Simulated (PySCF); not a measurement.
ClO (SMILES [O]Cl), doublet, geometry from GFN2-xTB; PySCF with BLYP/cc-pVTZ.

The PySCF input:
```python
from pyscf import gto, scf, dft

mol = gto.Mole()
mol.atom = '''
    Cl   -0.00000000   -0.00000000   -0.49281646
    O     0.00000000    0.00000000    1.04723499
'''
mol.basis = 'cc-pvtz'
mol.spin = 1
mol.verbose = 4
mol.build()

mf = dft.UKS(mol)
mf.xc = 'blyp'
mf.grids.atom_grid = (99, 590)
mf.grids.prune = None
mf.kernel()
```

It wrote (shortened):

```
PySCF version 2.14.0

[INPUT] verbose = 4
[INPUT] num. atoms = 2
[INPUT] num. electrons = 25
[INPUT] charge = 0
[INPUT] spin (= nelec alpha-beta = 2S) = 1
[INPUT] symmetry False subgroup None
[INPUT] Mole.unit = angstrom
[INPUT] Symbol           X                Y                Z      unit          X                Y                Z       unit  Magmom
[INPUT]  1 Cl     0.000000000000   0.000000000000  -0.492816460000 AA    0.000000000000   0.000000000000  -0.931288139078 Bohr   0.0
[INPUT]  2 O      0.000000000000   0.000000000000   1.047234990000 AA    0.000000000000   0.000000000000   1.978987319162 Bohr   0.0

nuclear repulsion = 46.7309716731347
number of shells = 18
number of NR pGTOs = 101
number of NR cGTOs = 64
basis = cc-pvtz
ecp = {}

******** <class 'pyscf.dft.uks.UKS'> ********
method = UKS
initial guess = minao
damping factor = 0
level_shift factor = 0
DIIS = <class 'pyscf.scf.diis.CDIIS'>
diis_start_cycle = 1
diis_space = 8
diis_damp = 0
SCF conv_tol = 1e-09
SCF conv_tol_grad = None
SCF max_cycles = 50
direct_scf = True
direct_scf_tol = 1e-13
number electrons alpha = 13  beta = 12
XC library pyscf.dft.libxc version 7.1.2
    S. Lehtola, C. Steigemann, M. J. T. Oliveira, and M. A. L. Marques,  SoftwareX 7, 1–5 (2018)
XC functionals = blyp
    A. D. Becke,  Phys. Rev. A 38, 3098 (1988)
    C. Lee, W. Yang, and R. G. Parr,  Phys. Rev. B 37, 785 (1988)
    B. Miehlich, A. Savin, H. Stoll, and H. Preuss,  Chem. Phys. Lett. 157, 200 (1989)
radial grids:
    Treutler-Ahlrichs [JCP 102, 346 (1995); DOI:10.1063/1.469408] (M4) radial grids

becke partition: Becke, JCP 88, 2547 (1988); DOI:10.1063/1.454033
pruning grids: None
grids dens level: 3
symmetrized grids: False
atomic radii adjust function: <function treutler_atomic_radii_adjust>
User specified grid scheme (99, 590)
small_rho_cutoff = 0
Set gradient conv threshold to 3.16228e-05
tot grids = 116824
init E= -535.5951232771

cycle= 1 E= -535.216808114864  delta_E= 0.378  |g|= 0.568  |ddm|= 1.03
cycle= 2 E= -534.290534874675  delta_E= 0.926  |g|= 1.53  |ddm|= 1.18
cycle= 3 E= -535.338203827493  delta_E= -1.05  |g|= 0.175  |ddm|= 0.712
cycle= 4 E= -535.345528818915  delta_E= -0.00732  |g|= 0.0905  |ddm|= 0.0708
cycle= 5 E= -535.349231944593  delta_E= -0.0037  |g|= 0.0226  |ddm|= 0.0624
cycle= 6 E= -535.34949158192  delta_E= -0.00026  |g|= 0.00395  |ddm|= 0.0153
cycle= 7 E= -535.349497363016  delta_E= -5.78e-06  |g|= 0.00134  |ddm|= 0.00316
cycle= 8 E= -535.349498082145  delta_E= -7.19e-07  |g|= 0.000334  |ddm|= 0.00112
cycle= 9 E= -535.349498123144  delta_E= -4.1e-08  |g|= 8.4e-05  |ddm|= 0.000248
cycle= 10 E= -535.349498126775  delta_E= -3.63e-09  |g|= 3.91e-06  |ddm|= 5.24e-05
cycle= 11 E= -535.349498126785  delta_E= -1.01e-11  |g|= 6.41e-07  |ddm|= 3.58e-06
Extra cycle  E= -535.349498126785  delta_E= -5.68e-13  |g|= 2.46e-07  |ddm|= 1.26e-06
converged SCF energy = -535.349498126785  <S^2> = 0.75234243  2S+1 = 2.0023411
```
